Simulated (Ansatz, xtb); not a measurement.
## Two isomers of C5H7N3

Structure I is `C=C(C)c1nc[nH]n1`, a singlet and structure II is `[H]/N=C/c1cc(C)[nH]n1`, a singlet. Both are isolated molecules in the gas phase, relaxed with PBE-D3(BJ)/def2-SVP; the shapes shown needn't be the lowest conformers.

I (Å):

```xyz
15

C     0.8309    0.4893    0.9303
C    -0.2905   -0.1549    0.5347
C    -1.3502   -0.6448    1.4847
C    -0.5229   -0.4097   -0.8957
C    -0.2631   -0.4557   -2.9967
N     0.3389   -0.0278   -1.9005
N    -1.4358   -1.0684   -2.6677
N    -1.6225   -1.0508   -1.3324
H     1.5714    0.8246    0.1892
H     1.0230    0.6887    1.9954
H    -2.3337   -0.1872    1.2510
H    -1.4953   -1.7402    1.3841
H    -1.0871   -0.4123    2.5338
H     0.0940   -0.3526   -4.0298
H    -2.1319   -1.5043   -3.2754
```

II (Å):

```yaml
atoms:
  - { symbol: C, position_ang: [0.3463, -0.9228, 1.9803] }
  - { symbol: C, position_ang: [0.0640, -1.2325, 0.5465] }
  - { symbol: C, position_ang: [-0.1498, -0.4195, -0.5615] }
  - { symbol: C, position_ang: [-0.3665, -1.3193, -1.6469] }
  - { symbol: C, position_ang: [-0.6403, -1.0079, -3.0496] }
  - { symbol: N, position_ang: [-0.7173, 0.2064, -3.4690] }
  - { symbol: N, position_ang: [-0.2927, -2.6045, -1.2420] }
  - { symbol: N, position_ang: [-0.0352, -2.5204, 0.0692] }
  - { symbol: H, position_ang: [-0.4361, -1.3303, 2.6549] }
  - { symbol: H, position_ang: [0.3817, 0.1716, 2.1312] }
  - { symbol: H, position_ang: [1.3211, -1.3398, 2.3109] }
  - { symbol: H, position_ang: [-0.1540, 0.6737, -0.6066] }
  - { symbol: H, position_ang: [-0.7696, -1.9136, -3.6886] }
  - { symbol: H, position_ang: [-0.9163, 0.2099, -4.4835] }
  - { symbol: H, position_ang: [0.0673, -3.3801, 0.6107] }
```

Task: Which of the two would you expect CCSD(T)/def2-SVP + ΔMP2/def2-TZVPP electronic energies to favour?

Result: Structure I; the calculation gives E(II) − E(I) = +2.6 kcal/mol.

How the difference moves with the method:

```csv
level,geometry,E(II) − E(I) (kcal/mol),departure from the last row (kcal/mol),"job, with rough time for the two"
GFN2-xTB,GFN2-xTB,+8.9,+6.3,"optimisation, 0.1 s"
HF/STO-3G,GFN2-xTB,+6.4,+3.7,"single point, 0.34 s"
r2SCAN-D4/def2-SVP,GFN2-xTB,+2.4,−0.2,"single point, 4 s"
PBE-D3(BJ)/def2-SVP,PBE-D3(BJ)/def2-SVP,+1.7,−0.9,"optimisation, 15 s"
HF/def2-SVP,PBE-D3(BJ)/def2-SVP,+3.1,+0.5,part of the CCSD(T) run
MP2/def2-SVP,PBE-D3(BJ)/def2-SVP,+1.9,−0.7,part of the CCSD(T) run
CCSD(T)/def2-SVP,PBE-D3(BJ)/def2-SVP,+3.0,+0.3,single point
CCSD(T)/def2-SVP + ΔMP2/def2-TZVPP,PBE-D3(BJ)/def2-SVP,+2.6,,"single point, 98 s"
```

As drawn, II has 1 N–H, 1 C=N, 2 C∷C in place of 1 C=C, 2 C∷N, 1 C–H (∷ is an aromatic bond).

None of the levels shown reverses the order. The largest departure from CCSD(T)/def2-SVP + ΔMP2/def2-TZVPP is that of GFN2-xTB, 6.3 kcal/mol. The last row adds to CCSD(T) the change of the MP2 difference between the two basis sets, here −0.3 kcal/mol.

With thermal terms from frequencies at re-optimised GFN2-xTB minima (ideal gas, soft modes damped towards free rotors, one conformer each, 298.15 K, 1 atm): the zero-point term adds 0.0 kcal/mol; ΔH is +2.8 and ΔG +2.4 kcal/mol.

The correlated steps freeze 8 core orbitals. Run with Ansatz 0.2.0, xtb 6.7.1; the last row on 4 threads of Arm Neoverse V2 on a shared host.
